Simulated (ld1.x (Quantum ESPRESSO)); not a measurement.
## tungsten (W): one change to a TM potential, before and after

- Element: W (Z = 74)
- Generator: ld1.x (Quantum ESPRESSO) 7.5
- Type: norm-conserving Troullier–Martins (Kleinman–Bylander form)
- Functional: PBE
- Relativity: fully relativistic
- Frozen core: [Xe] 4f14
- Valence charge: 6
- Reference configuration: 5d4 6s1 6p0 (charge +1)
- Partial waves: 6s (bound): rc 2.35 bohr; 6p (bound, empty): rc 2.55 bohr; 5d (bound): rc 2.65 bohr; 5f channel at 0.4 Ry: rc 2.20 bohr
- Local potential: all-electron potential smoothed inside 1.65 bohr (lloc = -1)
- Core correction: none

Open shells are filled in proportion to 2j + 1 (rel_dist='average').

All-electron outer shells of the reference configuration (PBE, scalar-relativistic, ld1.x):

```
shell  level (eV)  outermost node (bohr)  outermost maximum (bohr)
   4f      -40.69                      –                      0.43
   6s      -12.18                   1.28                      2.58
   5d      -11.73                   0.63                      1.49
   6p       -6.81                   1.52                      3.35
```

Change: wave 5d (bound): rc 2.65 bohr becomes 5d (bound): rc 2.42 bohr.

Cutoffs: the cutoffs (Ry, on a coarse ladder) from which the occupation-weighted sum of valence levels, in a spherical-Bessel basis at the reference potential, stays within 10 and 1 mRy of its value at 400 Ry; they do not see the model core or the augmentation charge, which bear on the density cutoff. Errors are all-electron minus pseudo energies relative to the spin-unpolarised reference configuration.

Problem. How do hardness, ghosts and transferability respond?

Solution. The potential gets harder (25 Ry and 30 Ry → 30 Ry and 35 Ry); both files keep a bound ghost (p, s); of the 7 tests that both files solve, the error grows in 3 and shrinks in 0 by more than 15 % and 0.3 meV (median size 16.8 → 16.1 meV). A smaller radius makes the pseudo-wave follow the all-electron one further in, where it bends more sharply, so more plane waves are needed. That the errors move this way runs against the usual rule that smaller radii transfer better.

| quantity | base | changed |
| --- | --- | --- |
| cutoff, loose | 25 Ry | 30 Ry |
| cutoff, tight | 30 Ry | 35 Ry |
| loose cutoff by channel (10 mRy a level) | s 8 Ry, d 21 Ry | s 8 Ry, d 25 Ry |
| bound ghosts | s, p3/2, p1/2 | s, p3/2, p1/2 |
| error for 5d4 6s2 6p0, meV [ΔE -8.89 eV] | +17 | +16 |
| error for 5d4 6s0 6p0, meV [ΔE 15.68 eV] | +53 | +52 |
| error for 5d3 6s0 6p0, meV [ΔE 41.05 eV] | +118 | +119 |
| error for 5d3 6s2 6p0, meV [ΔE -0.06 eV] | +0.7 | -6.1 |
| error for 5d2 6s0 6p0, meV [ΔE 78.24 eV] | +237 | +218 |
| error for 5d5 6s0 6p0, meV [ΔE 0.81 eV] | -7.3 | -12 |
| error for 5d5 6s1 6p0, meV [ΔE -7.35 eV] | -2.8 | -3.3 |

Base: These tests converged, but a pseudo level misses the all-electron one widely, so the file describes the atom poorly there or has found another state: 5d2 6s0 6p0: empty 6p by 7.7 eV (a node warning on the way). Changed file: These tests converged, but a pseudo level misses the all-electron one widely, so the file describes the atom poorly there or has found another state: 5d2 6s0 6p0: empty 6p by 4.8 eV (a node warning on the way). A true bound ghost makes a file unfit for plane-wave use even where its test errors are small: the radial tests pick states by their node count and pass the ghost by.
